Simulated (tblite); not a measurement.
C3H6O2SSi.
SMILES with atom numbers: `[OH:1][SiH2:2][C@@H:3]1[CH2:4][O:5][C:6]1=[S:7]` (hydrogens: H8 on O1; H9, H10 on Si2; H11 on C3; H12, H13 on C4)

Computed geometry: GFN2-xTB, gas phase.

Problem. Give the optimised bond lengths and angles.

Solution. 
| bond | length (Å) |
| --- | --- |
| O1–Si2 | 1.622 |
| Si2–C3 | 1.906 |
| C3–C4 | 1.534 |
| C4–O5 | 1.436 |
| O5–C6 | 1.354 |
| C6=S7 | 1.609 |
| C3–C6 | 1.488 |
| O1–H8 | 0.953 |
| Si2–H9 | 1.461 |
| Si2–H10 | 1.457 |
| C3–H11 | 1.088 |
| C4–H12 | 1.090 |
| C4–H13 | 1.091 |

A selection of angles:
| angle | degrees |
| --- | --- |
| Si2–O1–H8 | 122.9 |
| O1–Si2–C3 | 101.0 |
| O1–Si2–H9 | 111.0 |
| O1–Si2–H10 | 112.7 |
| C3–Si2–H9 | 109.8 |
| C3–Si2–H10 | 109.4 |
| H9–Si2–H10 | 112.3 |
| Si2–C3–C4 | 117.3 |
| Si2–C3–C6 | 113.1 |
| Si2–C3–H11 | 110.8 |
| C4–C3–C6 | 83.0 |
| C4–C3–H11 | 115.5 |
| C6–C3–H11 | 114.8 |
| C3–C4–O5 | 90.0 |
| C3–C4–H12 | 116.9 |
| C3–C4–H13 | 116.0 |
| O5–C4–H12 | 111.2 |
| O5–C4–H13 | 110.9 |
| H12–C4–H13 | 110.2 |
| C4–O5–C6 | 91.7 |
| O5–C6–S7 | 128.8 |
| C3–C6–O5 | 95.2 |
| C3–C6–S7 | 135.9 |

Torsions: O1–Si2–C3–C4 -75° (synclinal); Si2–C3–C4–O5 -110° (anticlinal); C3–C4–O5–C6 -3° (synperiplanar); C4–O5–C6–S7 -179° (antiperiplanar); Si2–C3–C6–O5 114° (anticlinal); H8–O1–Si2–C3 -179° (antiperiplanar).

The 2 C–C bonds span 1.488 Å (C3–C6, drawn single) to 1.534 Å (C3–C4, drawn single), a spread of 0.046 Å. The 2 C–O bonds span 1.354 Å (O5–C6, drawn single) to 1.436 Å (C4–O5, drawn single), a spread of 0.082 Å. Si2 (oxygen-bound silicon) is distorted tetrahedral (angles from 101.0° to 112.7°). The 4-membered ring C3–C4–O5–C6 has internal angles of 83.0° to 95.2° (sum 360°, against 360° for a flat polygon); it is almost planar, 0.02 Å rms from its mean plane, widest ring torsion 3°.

Point group: C1 (no symmetry element, even within 0.4 Å). Its GFN2-xTB frequencies are all real (lowest 35 cm⁻¹). The numbers are those of one conformer (H–O1–Si2–C3 -179°, O1–Si2–C3–C4 -75°).
